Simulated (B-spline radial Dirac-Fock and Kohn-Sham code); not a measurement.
# What relativity does to the binding energies of V⁶⁺

System: vanadium as V⁶⁺ in the configuration 1s2 2s2 2p6 3s2 3p5.

Both columns are ΔSCF binding energies of the configuration average from a B-spline atomic structure program: non-relativistic Hartree-Fock with a point nucleus, and Dirac-Fock with a finite nucleus and the Coulomb interaction alone, averaged over the two j levels with weights 2j+1.

```tsv
shell	Hartree-Fock (eV)	Dirac-Fock (eV)	shift (eV)	shift (%)
1s	5565.5	5604.3	+38.85	+0.70
2s	753.8	761.5	+7.66	+1.02
3s	182.3	183.6	+1.31	+0.72
3p	150.5	150.7	+0.18	+0.12
```

Relativity binds 1s, 2s, 3s, 3p more strongly, among those listed most of all 2s in relative terms.

Values without a named source are computed, but for edge energies of neutral atoms, which are taken from tables.
